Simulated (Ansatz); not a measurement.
C3H4Se, SMILES `CC1=C[Se]1` at its PBE0-D4/def2-TZVP geometry, where that method's forces vanish. Total charge 0; spin multiplicity 1.

| atom | x (Å) | y (Å) | z (Å) |
| --- | --- | --- | --- |
| C1 | -0.4137 | -1.0094 | -0.2962 |
| C2 | 0.1241 | 0.3144 | -0.0035 |
| C3 | 0.5285 | 1.2391 | 0.7709 |
| Se4 | 0.6934 | 1.8951 | -1.0868 |
| H5 | -1.3558 | -0.9207 | -0.8432 |
| H6 | -0.5861 | -1.5664 | 0.6280 |
| H7 | 0.2825 | -1.5674 | -0.9275 |
| H8 | 0.7270 | 1.6154 | 1.7584 |

Q: For each bond, give half the difference of the two atoms' forces along it (eV/Å; positive pushes the atoms apart) under PBE-D4, r2SCAN-D4, B3LYP-D4, ωB97M-V in def2-TZVPP. (An estimate is asked.)

A: Ansatz gave: 
| bond | length (Å) | PBE-D4 | r2SCAN-D4 | B3LYP-D4 | ωB97M-V |
| --- | --- | --- | --- | --- | --- |
| C1–C2 | 1.459 | -0.46 | -0.13 | 0.12 | 0.46 |
| C1–H5 | 1.093 | 0.15 | -0.01 | -0.05 | -0.12 |
| C1–H6 | 1.093 | 0.12 | 0.00 | -0.05 | -0.11 |
| C1–H7 | 1.093 | 0.15 | -0.01 | -0.05 | -0.12 |
| C2–C3 | 1.272 | 0.76 | 0.22 | -0.08 | -0.36 |
| C2–Se4 | 1.999 | 0.50 | 0.28 | 0.34 | -0.08 |
| C3–Se4 | 1.977 | 0.43 | 0.26 | 0.43 | 0.12 |
| C3–H8 | 1.075 | -0.23 | -0.15 | -0.13 | -0.02 |

B3LYP here is the variant with VWN-RPA as its local correlation; programs differ in this.
